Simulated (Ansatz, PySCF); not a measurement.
AlF3, charge +1, doublet, geometry from GFN2-xTB (such geometries of metal compounds can be far from the true shape) (a state made from the parent by changing its charge; the spin is typed, not shown lowest). Base run: PySCF with CASSCF(5,5)/STO-3G.

Here is a job for PySCF.
```python
from pyscf import gto, scf, mcscf
import numpy

mol = gto.M(
    atom='''
Al   -0.00000000    0.00000000    0.00000000
F    -1.39209063   -0.89257996    0.05721001
F    -0.02123768    1.52580822   -0.63980194
F     1.41332830   -0.63322826    0.58259193
''',
    basis='sto-3g',
    charge=1,
    spin=1,
    verbose=3,
)

mf = scf.ROHF(mol)
mf.kernel()
mc = mcscf.CASSCF(mf, 5, 5)
mc.fix_spin_(ss=0.75)
mc.kernel()
occ = numpy.linalg.eigvalsh(mc.fcisolver.make_rdm1(mc.ci, mc.ncas, mc.nelecas))[::-1]
ss = mc.fcisolver.spin_square(mc.ci, mc.ncas, mc.nelecas)[0]
print('natural occupations', occ.round(4), ' <S^2>', round(ss, 4))
```

Programs used: Ansatz (a first-principles code), PySCF; a row that names a program was run with it.

Variants of this job, named by their change:

| change | ΔE vs base (mEh) | natural occupations | <S^2> of the state | outcome |
|---|---|---|---|---|
| base | 0.000 | 1.98 1.95 1.00 0.04 0.02 | 0.75 | converged |
| fix_spin_ = off | 0.000 | 1.98 1.95 1.00 0.04 0.02 | 0.75 | converged |
| active space = 5 electrons, 4 orbitals | - | - | - | not converged |
| active space = 7 electrons, 6 orbitals | - | - | - | not converged |
| orbitals = fixed (CASCI) | 97.576 | 1.94 1.94 1.06 0.06 0.00 | 0.75 | converged |
| orbitals = fixed (CASCI); correction = SC-NEVPT2 | -37.620 | 1.94 1.94 1.06 0.06 0.00 | 0.75 | converged |
| code = ansatz | -7.815 | - | - | converged |
| active space = 9 electrons, 8 orbitals | - | - | - | not converged |
| active space = 9 electrons, 7 orbitals | -4.199 | 2.00 2.00 1.98 1.95 1.00 0.05 0.02 | 0.75 | converged |
| state_average = 2 states | - | - | - | not converged |
| correction = SC-NEVPT2 | -49.695 | 1.98 1.95 1.00 0.04 0.02 | 0.75 | converged |

Active orbitals are taken around the Fermi level unless the row says otherwise; CASSCF can end in different local minima, and two programs can end on different orbitals. State-averaged rows give the lowest state.

Open shells are given as the SCF converged; they aren't shown to be the lowest states, and a large step between rows can be another state.
